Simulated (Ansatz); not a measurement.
Consider the ligand exchange at the Al–S bond: `F[CH]1[SiH2][Al]1[SH]` + H–F → `F[CH]1[SiH2][Al]1[F]` + H₂S.

Calculated with Ansatz (gas phase, PBE0-D4/def2-TZVP geometries, no zero-point term in ΔE). CCSD(T)/CBS adds triple-zeta CCSD(T) − MP2 to the extrapolated MP2 energy (def2 sets, frozen cores). This one scheme is used for every species. Functionals use def2-TZVPP. B3LYP here is the variant with VWN-RPA as its local correlation; programs differ in this. One conformer a species, not always the lowest.

`F[CH]1[SiH2][Al]1[SH]`:

```xyz
9

F     1.647    1.456    0.472
C     0.880    0.464   -0.087
Si    0.681   -1.318    0.594
Al   -1.000    0.017   -0.373
S    -2.980    0.753   -0.894
H     1.218    0.287   -1.133
H     1.665   -2.387    0.266
H     0.446   -1.304    2.066
H    -2.556    2.031   -0.911
```

H–F:

Cartesian coordinates in Å:
```
F 0.046 -0.429 0.160
H -0.046 0.429 -0.160
```

`F[CH]1[SiH2][Al]1[F]`:

Cartesian coordinates in Å:
```
F -1.621 -0.030 1.457
C -0.787 0.256 0.412
Si 1.115 -0.063 0.381
Al -0.382 -0.251 -1.421
F -0.991 -0.675 -2.885
H -0.832 1.351 0.197
H 2.074 0.867 1.043
H 1.424 -1.455 0.816
```

H₂S:

Cartesian coordinates in Å:
```
S -0.522 -0.304 0.137
H 0.713 -0.297 0.659
H -0.191 0.601 -0.796
```

(1) Is it downhill or uphill in electronic energy at CCSD(T)/CBS, and by how much? (Best estimate.)

(2) What do these levels give: PBE-D4, r2SCAN-D4, PBE0-D4, ωB97X-V, ωB97M-V, PBE, PBE0, B3LYP, HF/def2-TZVPP, MP2/def2-TZVPP, SCS-MP2/def2-TZVPP, MP2/CBS(def2)? (Estimate.)

Largest T1 diagnostic among the species: 0.015.

Results:

(1) Ansatz gave: Downhill: ΔE = -60.7 kJ/mol.

(2) Computed: PBE-D4 -55.3, r2SCAN-D4 -62.5, PBE0-D4 -53.3, ωB97X-V -66.8, ωB97M-V -66.2, PBE -58.8, PBE0 -56.5, B3LYP -72.9, HF/def2-TZVPP -74.5, MP2/def2-TZVPP -60.2, SCS-MP2/def2-TZVPP -66.5, MP2/CBS(def2) -58.2 kJ/mol.

The D4 term adds +5.6 kJ/mol with B3LYP and +3.2 kJ/mol with PBE0; it sums over pairs of atoms, weighted by their polarisabilities, and B3LYP, whose exchange is more repulsive, gets the larger term. In def2-TZVPP, CCSD(T) changes the Hartree–Fock value by +11.8 kJ/mol (the triples alone add +3.3 kJ/mol) and MP2 by +14.3 kJ/mol.
